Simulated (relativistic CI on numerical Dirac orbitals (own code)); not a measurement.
## Pt²⁺: what numerical and physical settings do to a radial Dirac CI calculation

Reference input:

```
atom Pt  Z=78  charge=2  electrons=76
nucleus A=195  rms_radius_fm=5.4270
hamiltonian dirac-coulomb  breit=on  qed=on  c_scale=1
orbitals kli  potential=per-configuration
slater_scale 1
correlation none
mixing on
grid step=0.0125 r_max=86.5
scf mixing=0.4 start=green max_iterations=150 tolerance=2e-08 node_fill=0.05
configurations
  [Xe] 4f14 5d8
  [Xe] 4f14 5d7 6s
  [Xe] 4f14 5d6 6s2
  [Xe] 4f14 5d7 6p
  [Xe] 4f14 5d7 6d
end
```

Computed lowest total energy -18399.13025 Ha, first excitation 6477.0 cm⁻¹, 64 SCF steps. Runs with settings changed; * marks those that are bad on purpose (the QED terms keep the true α when c is scaled):

```csv
Changed,Outcome,Lowest level,ΔE (Ha),First excitation (cm⁻¹),SCF steps,Message
speed of light × 1.25,converged,5d8 3F_4,432,5760.4,62,
"node fill of the KLI weights 0.2, grid step 0.04",converged,5d8 3F_4,0.000504,6527.9,65,
"start potential previous, SCF mixing 0.9",converged,5d8 3F_4,2.64e-09,6477.0,44,
start potential thomas-fermi,converged,5d8 3F_4,8.15e-09,6477.0,60,
nuclear radius 5427.0 fm *,converged,5d8 3F_4,9170,3637.5,60,
SCF mixing 1.8 *,converged,5d8 3F_4,2.12e-09,6477.0,103,
```

With so few configurations and no correlation, terms lie too far apart (by 10 to 50 % near neutrality), their order can be wrong, and levels of other configurations are missing.
